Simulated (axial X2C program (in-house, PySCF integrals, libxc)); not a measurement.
## ZrH: nuclear properties from DFT to coupled cluster

Calculated with an in-house all-electron X2C program for linear molecules (integrals from PySCF): two-component X2C with atomic mean-field Coulomb and Gaunt terms, Gaussian nuclei, basis Zr dyall-acv3z, H dyall-av3z with contracted cores.

R = 1.856 Å (near the PBE0 minimum at charge 0 of the determinant lowest at the starting distance; the state shown can have its own minimum elsewhere); state Ω = 3/2 (⟨Sz⟩ = -1.50, ⟨Lz⟩ = 3.00 at PBE0).

```csv
level,Eeff magnitude (GV/cm),Ws magnitude Zr (kHz),A∥/gI Zr (MHz),qzz Zr (a.u.),A∥/gI H (MHz),μ (D)
PBE0,2.05,0.629,-416,-1.34,4.49,-2.43
HF,2.81,0.877,-326,-1.83,2.82,-2.05
B3LYP,2.18,0.669,-437,-1.31,2.13,-2.40
```

Eeff is the effective electric field on the electron electric dipole moment in this Ω state and Ws the scalar–pseudoscalar constant of the nucleus named (defined with the proton number Z and per Ω); A∥ (defined per Ω) follows by multiplying with gI = μI/(I μN); qzz is the electric field gradient, eQq0 = 234.96 MHz × Q/barn × qzz; μ is positive if the H end (last atom) is positive. The operators were transformed with the bare-nucleus X2C matrices; with these basis sets, hyperfine constants and field gradients can be off by tens of per cent, and where levels differ in sign neither size nor sign is settled.

Finite-field MP2, CCSD and CCSD(T), with 13 electrons correlated in 130 natural virtual spinors (MP2 remainder added):

```
  level  Eeff magnitude (GV/cm)  Ws magnitude Zr (kHz)  A∥/gI Zr (MHz)  qzz Zr (a.u.)  A∥/gI H (MHz)  μ (D)
    MP2                    2.46                  0.753            -427          -1.49           2.66  -2.68
   CCSD                    2.53                  0.777            -391          -1.53           1.69  -2.43
CCSD(T)                     2.5                  0.766            -387          -1.48           1.37  -2.44
```

T1 = 0.028 (Lee–Taylor). One unrestricted determinant, the lowest of a limited PBE0 search, is the reference; the functionals treat spin collinearly. With several open shells it need not be a pure state. Correlation of the inner shells is missing, which matters for properties at the nucleus. Number of frozen shells: Zr 3 s, 2 p, 1 d; H none.

Q: By how much does correlation change each value, CCSD(T) against HF?

A: Eeff magnitude -11 %; Ws magnitude Zr -13 %; A∥/gI Zr 19 %; qzz Zr -19 %; A∥/gI H -51 %; μ 19 %.
